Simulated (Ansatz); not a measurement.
A structure relaxed at r2SCAN-D4/def2-SVP in Ansatz, charge 0, singlet:

Cartesian coordinates in Å:
```
C 6.2824 -2.6048 -6.6836
C 5.5886 -2.1058 -7.7535
O 4.4298 -1.5301 -7.3395
C 4.3749 -1.6587 -5.9842
C 3.2255 -1.1161 -5.3285
C 2.1000 -0.4569 -5.7842
C 1.3142 -0.1673 -4.6382
C 2.0095 -0.6679 -3.5529
C 1.7501 -0.6915 -2.1509
C 2.4521 -1.1958 -1.0708
C 1.6751 -0.9100 0.0800
C 0.5442 -0.2499 -0.3667
C -0.5948 0.2853 0.3026
C -1.7294 0.9461 -0.1337
C -2.4996 1.2266 1.0235
C -1.7893 0.7197 2.0967
C -2.0338 0.6884 3.5013
C -1.3211 0.1816 4.5731
C -2.0921 0.4614 5.7297
C -3.2277 1.1217 5.2955
C -4.3659 1.6529 5.9858
C -4.7185 1.6863 7.3214
C -5.9759 2.3556 7.3818
C -6.2997 2.6799 6.0908
O -5.3305 2.2590 5.2399
O -3.1905 1.2589 3.9402
O -0.6305 0.1471 1.6599
O 0.5889 -0.1161 -1.7239
O 3.1725 -1.2457 -3.9724
C 5.4979 -2.3170 -5.5270
H 7.2421 -3.1178 -6.7189
H 5.7718 -2.0793 -8.8248
H 1.8820 -0.2185 -6.8231
H 0.3550 0.3443 -4.5962
H 3.4112 -1.7068 -1.1211
H 1.8999 -1.1512 1.1167
H -1.9625 1.1913 -1.1677
H -3.4592 1.7360 1.0834
H -0.3613 -0.3270 4.5153
H -1.8502 0.2120 6.7612
H -4.1430 1.2799 8.1511
H -6.5669 2.5697 8.2707
H -7.1439 3.1873 5.6303
H 5.7184 -2.5570 -4.4890
```

Task: Give its formula, name or SMILES and point group.

Result: `c1coc(-c2ccc(-c3ccc(-c4ccc(-c5ccc(-c6ccco6)o5)o4)o3)o2)c1`. Point group Cs (tolerance 0.1 Å).

Task: Summarise the bond lengths by kind (pairs closer than 1.2 times the sum of covalent radii, bridged metal pairs left out).

Result: 23 × C–C 1.37 to 1.43 Å; 12 × C–O 1.36 Å; 14 × C–H 1.09 Å.

Single mean-field runs in def2-SVP are fitted with def2-universal-jkfit.
